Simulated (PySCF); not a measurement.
Fractional electron number in Tl⁺ (thallium, charge +1)

The 6s beta orbital of [Xe] 4f14 5d10 6s2 is emptied in steps (occupation f), with all orbitals relaxed, ending at [Xe] 4f14 5d10 6s1. Calculation: PySCF 2.14, in def2-TZVP with the def2 core potential (60 electrons); a scalar-relativistic core potential. The exact energy is a straight line in f; departures are measured from the line between the end points of the same method.

| f | UHF (eV) | LDA (eV) | PBE (eV) | PBE0 (eV) | r2SCAN (eV) | LC-wPBE (eV) | BHandHLYP (eV) | wB97X (eV) | B3LYP (eV) | CAM-B3LYP (eV) |
| --- | --- | --- | --- | --- | --- | --- | --- | --- | --- | --- |
| 1 | 0.000 | 0.000 | 0.000 | 0.000 | 0.000 | 0.000 | 0.000 | 0.000 | 0.000 | 0.000 |
| 0.8 | 0.056 | -0.691 | -0.681 | -0.491 | -0.618 | -0.057 | -0.323 | -0.130 | -0.543 | -0.293 |
| 0.6 | 0.082 | -1.040 | -1.025 | -0.738 | -0.929 | -0.086 | -0.487 | -0.196 | -0.817 | -0.442 |
| 0.4 | 0.081 | -1.043 | -1.029 | -0.740 | -0.929 | -0.087 | -0.490 | -0.195 | -0.820 | -0.445 |
| 0.2 | 0.053 | -0.697 | -0.688 | -0.494 | -0.620 | -0.059 | -0.329 | -0.128 | -0.549 | -0.299 |
| 0 | 0.000 | 0.000 | 0.000 | 0.000 | 0.000 | 0.000 | 0.000 | 0.000 | 0.000 | 0.000 |

For UHF, how does the orbital energy at f = 1 compare with the removal energy?

−ε = 18.722 eV against a total-energy difference of 18.361 eV. By Janak's theorem ε = ∂E/∂f, so the gap between them reflects the curvature. Along the path −ε is 18.566 (f = 0.8), 18.420 (f = 0.6), 18.285 (f = 0.4), 18.159 (f = 0.2) eV.

```tsv
method	E(f=0) − E(f=1) (eV)	−ε at f=1 (eV)	−ε at f=0.4 (eV)
UHF	18.361	18.722	18.285
LDA	20.984	16.679	21.841
PBE	20.513	16.277	21.351
PBE0	20.194	17.136	20.802
r2SCAN	20.327	16.479	21.100
LC-wPBE	19.935	19.577	20.000
BHandHLYP	19.942	17.932	20.334
wB97X	20.152	19.345	20.323
B3LYP	20.464	17.085	21.131
CAM-B3LYP	20.332	18.508	20.688
```

Reference removal energy between the ground levels: 20.428 eV (measured; NIST Atomic Spectra Database, ionization energies). UHF lacks correlation.
